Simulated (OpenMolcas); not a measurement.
# Computed transition rates of Yb4+

* Program: OpenMolcas
* Method: CASSCF
* Basis: ANO-RCC-VTZP [8s7p5d3f2g1h]
* Scalar Hamiltonian: X2C, point nucleus
* Active space: 12 electrons in 7 orbitals (4f)
* State averaging: 2S+1 = 3 even, 21 roots; 2S+1 = 1 even, 27 roots kept (CI in the orbitals of an earlier block)
* Spin-orbit coupling: state interaction with AMFI integrals over the reference wave functions, term energies averaged over their components

Rates come from the transition moments of the reference wave functions (E1 and E2 in the length form). At fixed line strength A goes as λ^-3 for E1 and M1 and as λ^-5 for E2, so a rate at the computed wavelength can be rescaled to the measured one. Measured vacuum wavelengths follow from level energies in the list in Tchang-Brillet, Wyart, Meftah and Ait Mammar, Atoms 6, 52 (2018). Branching counts decays inside the model space alone, at computed energies, and the table is only a selection of the E2 and M1 lines, drawn from those between levels with measured partners whose computed energy lies within a factor of 1.5 of the measured one.

| Upper | Lower | Type | λ computed (nm) | λ measured (nm) | A computed (s-1) | A rescaled (s-1) | Branching % |
| --- | --- | --- | --- | --- | --- | --- | --- |
| 4f¹² ³H₄ [57 %] | 4f¹² ³H₅ | M1 | 1818 | 2072 | 3.10e+00 | 2.09e+00 | 32.7 |
| 4f¹² ¹G₄ [56 %] | 4f¹² ³F₃ | M1 | 1494 | 1279 | 7.28e-01 |  | 1.5 |
| 4f¹² ³H₅ | 4f¹² ³H₆ | M1 | 1039 | 1044 | 2.37e+01 | 2.34e+01 | 99.8 |
| 4f¹² ¹G₄ [56 %] | 4f¹² ³H₄ [57 %] | M1 | 1020 | 1022 | 9.36e+00 |  | 19.0 |
| 4f¹² ¹G₄ [56 %] | 4f¹² ³H₅ | M1 | 653.4 | 684.3 | 3.70e+01 |  | 75.2 |
| 4f¹² ³P₂ [70 %] | 4f¹² ³F₃ | M1 | 306.2 | 373.9 | 2.61e+01 |  | 52.5 |
| 4f¹² ¹I₆ | 4f¹² ³H₅ | M1 | 280.7 | 339.5 | 7.25e+00 |  | 25.9 |
| 4f¹² ³P₂ [70 %] | 4f¹² ³H₄ [57 %] | E2 | 279.6 | 348.3 | 2.94e-01 | 9.80e-02 | 0.6 |
| 4f¹² ¹I₆ | 4f¹² ³H₆ | M1 | 221 | 256.2 | 2.07e+01 |  | 73.9 |

Spin-changing lines and M1 lines between different terms are not rescaled, since their strength hangs on the term gaps too.

The largest correction is for 4f¹² ³P₂ [70 %] → 4f¹² ³H₄ [57 %] (E2): 2.94e-01 × (279.6 / 348.3)^5 = 9.80e-02 s-1, a factor of 0.33.

The computed rate and branching of 4f¹² ³H₅ → 4f¹² ³H₆ give the upper level a radiative lifetime of 0.998 / 2.37e+01 s-1 = 4.21e-02 s, counting decays inside the model space alone. The rescaled rate gives about 4.3e-02 s.

These are rates of the free ion; in crystals, glasses and complexes forced electric-dipole and non-radiative decay shorten such lifetimes by orders of magnitude. No measured rate stands beside these. Rescaling mends the energy factor alone: line strengths can still be far off where a level mixes with configurations outside the active space, and weak or spin-changing lines hang on small mixing coefficients that depend on the term gaps too, so rescaling need not improve them.

Without dynamic correlation excited terms often stand tens of per cent too high (terms of higher spin than the ground term too low), and those without a measured partner can miss by more than the paired ones. Terms from blocks run as CI alone lack orbitals of their own. Computed and measured levels are paired by configuration, term and J; levels that our copy of the source lacks, or whose pairing is in doubt (as where it misses far off the trend of its configuration), stay unpaired. Levels of configurations outside the active space are missing.

A share in square brackets marks a mixed level and gives the weight of the term that names it.
